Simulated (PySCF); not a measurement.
**As(OH)₃, singlet: data card**

All numbers come from PySCF, PBE0, basis As def2-TZVP, O def2-TZVP, H def2-TZVP (no relativity, density fitting).

The structure is a minimum.

```xyz
7
charge 0 multiplicity 1, angstrom
As    0.0224    0.3644   -0.0719
O     0.1846   -0.2470    1.5801
O     1.2300   -0.6347   -0.8901
O    -1.4421   -0.6378   -0.3377
H    -0.5322   -0.8679    1.7573
H     1.2186   -1.5414   -0.5610
H    -1.8785   -0.4260   -1.1678
```

```json
{
  "Point group": "C1",
  "Bond lengths": "As–O 1.768 Å (×2), As–O 1.794 Å, O–H 0.961 Å, O–H 0.965 Å (×2)",
  "Bond angles": "As–O–H 109.0°, As–O–H 111.4°, As–O–H 112.0°, O–As–O 91.2°, O–As–O 100.0° (×2)",
  "Atomisation energy without zero-point energy": "2363 kJ/mol",
  "Highest occupied level": "-8.05 eV",
  "Dipole moment": "2.01 D",
  "Lowest empty level": "-0.10 eV",
  "Heat capacity Cp at 298.15 K": "92.4 J/(mol K)",
  "Rotational constants": "0.2014, 0.1811, 0.1364 cm⁻¹",
  "Entropy at 298.15 K and 1 bar": "325.9 J/(mol K)",
  "Zero-point energy": "108.1 kJ/mol",
  "Enthalpy at 298.15 K above 0 K": "18.74 kJ/mol",
  "Principal polarisabilities": "35.4, 39.7, 40.5 bohr³",
  "Principal quadrupole moments (Buckingham, traceless) about the centre of mass": "-4.92, -0.44, 5.35 D Å",
  "Rotational symmetry number": "1"
}
```

Harmonic modes (masses in u: As 74.922, O 15.995, H 1.008):
```json
{"symmetry": "a", "ω (cm⁻¹)": "97", "IR (km/mol)": "128"}
{"symmetry": "a", "ω (cm⁻¹)": "209", "IR (km/mol)": "57.4"}
{"symmetry": "a", "ω (cm⁻¹)": "281", "IR (km/mol)": "17.6"}
{"symmetry": "a", "ω (cm⁻¹)": "297", "IR (km/mol)": "38.5"}
{"symmetry": "a", "ω (cm⁻¹)": "325", "IR (km/mol)": "11.1"}
{"symmetry": "a", "ω (cm⁻¹)": "371", "IR (km/mol)": "108"}
{"symmetry": "a", "ω (cm⁻¹)": "661", "IR (km/mol)": "128"}
{"symmetry": "a", "ω (cm⁻¹)": "692", "IR (km/mol)": "176"}
{"symmetry": "a", "ω (cm⁻¹)": "720", "IR (km/mol)": "59.5"}
{"symmetry": "a", "ω (cm⁻¹)": "943", "IR (km/mol)": "50.9"}
{"symmetry": "a", "ω (cm⁻¹)": "950", "IR (km/mol)": "118"}
{"symmetry": "a", "ω (cm⁻¹)": "989", "IR (km/mol)": "77.2"}
{"symmetry": "a", "ω (cm⁻¹)": "3828", "IR (km/mol)": "44.2"}
{"symmetry": "a", "ω (cm⁻¹)": "3829", "IR (km/mol)": "83.1"}
{"symmetry": "a", "ω (cm⁻¹)": "3876", "IR (km/mol)": "85.5"}
```

Charges (e):
```json
{"atom": "As1", "Mulliken": "0.71", "Löwdin": "0.46", "polar tensor": "1.54", "Mayer order to As1": "–"}
{"atom": "O2", "Mulliken": "-0.55", "Löwdin": "-0.29", "polar tensor": "-0.75", "Mayer order to As1": "1.04"}
{"atom": "O3", "Mulliken": "-0.53", "Löwdin": "-0.29", "polar tensor": "-0.78", "Mayer order to As1": "1.06"}
{"atom": "O4", "Mulliken": "-0.57", "Löwdin": "-0.31", "polar tensor": "-0.80", "Mayer order to As1": "0.98"}
{"atom": "H5", "Mulliken": "0.32", "Löwdin": "0.15", "polar tensor": "0.26", "Mayer order to As1": "0.04"}
{"atom": "H6", "Mulliken": "0.31", "Löwdin": "0.14", "polar tensor": "0.25", "Mayer order to As1": "0.04"}
{"atom": "H7", "Mulliken": "0.32", "Löwdin": "0.14", "polar tensor": "0.28", "Mayer order to As1": "0.03"}
```
Other Mayer orders above 0.3: O–H 0.88 (×3).

Mulliken populations on As1: s 7.78, p 14.04, d 10.37, f 0.10.

This need not be the most stable arrangement of these atoms.

The final relaxation and frequency run took 4.7 min on 4 threads of a shared Arm Neoverse V1 host, with 159 basis functions and 41 gradients; the process peaked at 2.4 GiB. Launch command: `OMP_NUM_THREADS=4 python axn.py task.json out`.
